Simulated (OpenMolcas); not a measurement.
Co⁵⁺.

```json
{"Program": "OpenMolcas 26.06", "Method": "CASSCF", "Basis": "ANO-RCC-VTZP [6s5p3d2f1g]", "Scalar Hamiltonian": "DKH2, point nucleus", "Active space": "4 electrons in 5 orbitals (3d)", "State averaging": "2S+1 = 5 even, 5 roots; 2S+1 = 3 even, 45 roots kept (CI in the orbitals of an earlier block); 2S+1 = 1 even, 50 roots kept (CI in the orbitals of an earlier block)", "Spin-orbit coupling": "RASSI with atomic mean-field integrals over the reference wave functions, term energies averaged over their components"}
```

Levels without dynamic correlation, in cm⁻¹ above 3d⁴ ⁵D₀:

```csv
Level,E
3d⁴ ³H₄,30836
3d⁴ ³P₀(1),32654
3d⁴ ³F₂(1),35624
3d⁴ ³G₃,39034
```

On this reference, MS-CASPT2, IPEA 0.25 Eh, imaginary shift 0.1 Eh (closed shells correlated: 3s 3p) puts 3d⁴ ³H₄ at 29940 cm⁻¹.

Q: Estimate the other levels at that method by one scale factor, and say how well it serves.

A: The factor is 29940 / 30836 = 0.971. Scaled values beside those that MS-CASPT2 gives and measured ones (Sugar and Corliss, J. Phys. Chem. Ref. Data 10, 1097 (1981)):
```
     Level  Scaled  MS-CASPT2  Miss (%)  Measured
3d⁴ ³P₀(1)   31707      28750     +10.3     27166
3d⁴ ³F₂(1)   34591      32350      +6.9     30555
   3d⁴ ³G₃   37902      35980      +5.3     34026
```
For these levels the scaled values miss MS-CASPT2 by up to 10.3 %, as correlation changes each term by its own factor, spin-orbit parts do not scale and CASPT2 has its own spread within terms. This holds within one configuration; levels of others move differently, and the target method has errors of its own against measurement.

Term energies are means over components that CASPT2 splits; among the terms shown or strongly mixed into the levels shown the widest spread is 210 cm-1 (3d⁴ ³H, MS-CASPT2). Terms from blocks run as CI alone lack orbitals of their own. Without dynamic correlation excited terms often stand tens of per cent too high (terms of higher spin than the ground term too low), and those without a measured partner can miss by more than the paired ones (holds for CASSCF). Computed and measured levels are paired by configuration, term and J; levels that our copy of the source lacks, or whose pairing is in doubt (as where it misses far off the trend of its configuration), stay unpaired and out of the deviations. Levels of configurations outside the active space are missing.

A number in round brackets counts repeated terms of one configuration in the order of the reference energies.
